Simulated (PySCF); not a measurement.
Below is a simulated gas-phase C 1s photoelectron spectrum of Ge(NMeEt)H3, `[H][Ge]([H])([H])[N](C)CC`.

Every computed line was given a Gaussian of 0.5 eV full width at half maximum and an area set by the number of equivalent atoms; the highest printed point is 100. Level of theory: delta-SCF UKS SCAN, pcX-2 on the ionised atom, pcseg-1 elsewhere, spin-free X2C in PySCF 2.14.0.

```json
{"binding energy (eV)": "289.7", "intensity": "0"}
{"binding energy (eV)": "289.8", "intensity": "1"}
{"binding energy (eV)": "289.9", "intensity": "3"}
{"binding energy (eV)": "290.0", "intensity": "8"}
{"binding energy (eV)": "290.1", "intensity": "17"}
{"binding energy (eV)": "290.2", "intensity": "30"}
{"binding energy (eV)": "290.3", "intensity": "44"}
{"binding energy (eV)": "290.4", "intensity": "50"}
{"binding energy (eV)": "290.5", "intensity": "46"}
{"binding energy (eV)": "290.6", "intensity": "34"}
{"binding energy (eV)": "290.7", "intensity": "22"}
{"binding energy (eV)": "290.8", "intensity": "16"}
{"binding energy (eV)": "290.9", "intensity": "22"}
{"binding energy (eV)": "291.0", "intensity": "39"}
{"binding energy (eV)": "291.1", "intensity": "66"}
{"binding energy (eV)": "291.2", "intensity": "91"}
{"binding energy (eV)": "291.3", "intensity": "100"}
{"binding energy (eV)": "291.4", "intensity": "89"}
{"binding energy (eV)": "291.5", "intensity": "63"}
{"binding energy (eV)": "291.6", "intensity": "36"}
{"binding energy (eV)": "291.7", "intensity": "16"}
{"binding energy (eV)": "291.8", "intensity": "6"}
{"binding energy (eV)": "291.9", "intensity": "2"}
{"binding energy (eV)": "292.0", "intensity": "0"}
```

Question: Count the maxima, the lines and the sites behind this envelope.

Answer: The curve has 2 maxima (at 290.4 and 291.3 eV). Under it lie 3 lines from 3 inequivalent carbon sites. At this width some lines have no maximum of their own.

Question: Decompose the envelope and assign each component. Bonds: Ge1–N2, N2–C3, N2–C4, C4–C5. Hydrogens: H14, H15, H16 on Ge1; H6, H7, H8 on C3; H9, H10 on C4; H11, H12, H13 on C5.

Answer: 
```json
{"position (eV)": "290.41", "relative area": "1", "line": "C 1s", "atoms": "C5", "environment": "carbon bonded to C and 3 H"}
{"position (eV)": "291.28", "relative area": "1", "line": "C 1s", "atoms": "C4", "environment": "carbon bonded to C, N and 2 H"}
{"position (eV)": "291.31", "relative area": "1", "line": "C 1s", "atoms": "C3", "environment": "carbon bonded to N and 3 H"}
```

Question: What are the centre and the root-mean-square width of the whole band?

Answer: The area-weighted mean of the lines is 291.00 eV. Their own spread about it is 0.42 eV (rms) and each Gaussian has σ = 0.5/2.355 = 0.21 eV; the variances add, which gives 0.47 eV.

The listed C 1s values span 0.90 eV, from C5 (bonded to C and 3 H) to C3 (bonded to N and 3 H). The widest gap between neighbouring values is 0.87 eV, between 290.41 and 291.28 eV. The values 291.28 and 291.31 eV lie too close for their order to be trusted.

Shake-up satellites, vibrational structure and lifetime widths aren't simulated. Isolated species at its PBE0-D3(BJ)/def2-SVP geometry (one conformer only).
